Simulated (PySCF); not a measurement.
Here is a job for PySCF.
```python
from pyscf import gto, scf
from pyscf.prop import polarizability

mol = gto.M(
    atom='''
Si   -0.022695   -0.565076    0.196186
C    -1.454908   -0.938382   -0.994426
C     1.647757   -0.935963   -0.628547
S    -0.090334    1.529662    0.755923
H    -0.174107   -1.233329    1.484584
H    -1.352631   -0.393098   -1.929814
H    -2.411170   -0.663385   -0.558557
H    -1.492017   -1.996515   -1.233949
H     2.475975   -0.659574    0.017755
H     1.765031   -0.390667   -1.562167
H     1.741192   -1.993994   -0.852676
H     0.053703    2.013102   -0.468713
''',
    basis='6-31g*',
    charge=0,
    spin=0,
    verbose=4,
)

mf = scf.RHF(mol)
mf.kernel()
alpha = mf.Polarizability().polarizability()[2, 2]
print('alpha_zz =', alpha)
```

Question: What is the computed number of basis functions (PySCF with HF/6-31G*, polarisability)?

Answer: 80

Question: What HOMO-LUMO gap does HF/6-31G*, polarisability give?

Answer: 14.21 eV

Question: Predict the HOMO energy from HF/6-31G*, polarisability.

Answer: -9.84 eV

Question: Estimate the Mulliken (on the basis functions themselves) charges in atom order that HF/6-31G*, polarisability returns for this input.

Answer: Si1 0.92, C2 -0.80, C3 -0.80, S4 -0.41, H5 -0.13, H6 0.19, H7 0.20, H8 0.18, H9 0.20, H10 0.19, H11 0.18, H12 0.09

Question: Estimate the total energy that HF/6-31G*, polarisability returns for this input.

Answer: -766.864626 Ha
